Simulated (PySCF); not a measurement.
C2H6ClNSi. Atoms are numbered in the order given.

```xyz
11

Si     0.3902    -0.0340     0.6092
N      1.9185    -0.8093     0.3635
Cl    -0.0302     1.5587    -0.7136
C     -0.9613    -1.3057     0.3829
C     -2.0127    -1.1679    -0.4482
H      0.4338     0.5759     1.9771
H      2.7736    -0.2961     0.5949
H      2.0535    -1.3545    -0.4928
H     -0.8733    -2.2316     0.9830
H     -2.1364    -0.2604    -1.0643
H     -2.7866    -1.9484    -0.5488
```

Geometry optimised at PBE-D3(BJ)/def2-SVP. One conformer was computed; it need not be the lowest.

Level of theory: PBE-D3(BJ)/def2-SVP (PySCF).

Frequencies are harmonic and unscaled.

```tsv
mode	ν (cm⁻¹)	IR (km/mol)	moving atoms (share of kinetic energy)
1	85	0.6	C 45 %, H 38 %, N 14 %
2	157	1.8	C 37 %, Cl 35 %, H 17 %
3	200	4.7	H 39 %, N 29 %, C 13 %, Cl 11 %
4	238	10.2	H 42 %, Si 23 %, N 17 %, Cl 12 %
5	301	20.4	H 74 %, Si 11 %, N 10 %
6	376	1.0	C 45 %, H 26 %, Si 14 %, Cl 12 %
7	455	99.3	H 60 %, N 27 %, Cl 9 %
8	493	121.2	H 32 %, Si 24 %, Cl 19 %, C 17 %
9	507	54.6	H 52 %, Si 19 %, C 17 %, Cl 10 %
10	660	32.3	C 41 %, H 32 %, Si 25 %
11	722	49.7	H 83 %
12	805	113.9	H 85 %, Si 11 %
13	855	66.7	N 44 %, Si 32 %, H 23 %
14	895	167.5	H 70 %, Si 16 %, N 13 %
15	959	19.6	H 72 %, C 28 %
16	969	12.6	H 84 %, C 15 %
17	1002	15.6	H 94 %
18	1227	1.6	H 72 %, C 28 %
19	1364	19.3	H 86 %, C 14 %
20	1494	41.2	H 90 %, N 10 %
21	1625	6.6	C 87 %, H 12 %
22	2190	113.9	H 97 %
23	3050	12.2	H 95 %
24	3066	4.1	H 92 %, C 8 %
25	3149	3.9	H 89 %, C 11 %
26	3480	25.2	H 96 %
27	3576	26.2	H 91 %, N 9 %
```
